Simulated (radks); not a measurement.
Values are calculated unless marked as measured or tabulated.
The rhodium ion Rh30+, [Ne] 3s2 3p3. Level of theory: non-relativistic Kohn-Sham, LDA (Slater exchange, Perdew-Wang correlation), spin-polarised, spherical densities, point nucleus (a radial shooting solver on a logarithmic mesh with Libxc functionals). Every spin shell is full or empty, so the densities are truly spherical. Functionals are evaluated on that one density, not self-consistently. Rank these orbital-free kinetic functionals by their error against the exact value of the orbitals, and give that value: Thomas-Fermi, von Weizsacker, TF + vW/5, LC94, Thakkar, LKT, PG1, Ernzerhof.

Answer. Exact: 4015.08 hartree. From best to worst, with 100 (|E| - |E exact|)/|E exact| (equal figures are ties): LC94 -0.22, Ernzerhof -0.45, Thakkar -0.63, TF + vW/5 +3.63, Thomas-Fermi -6.67, PG1 +19.71, LKT +24.69, von Weizsacker -48.51.
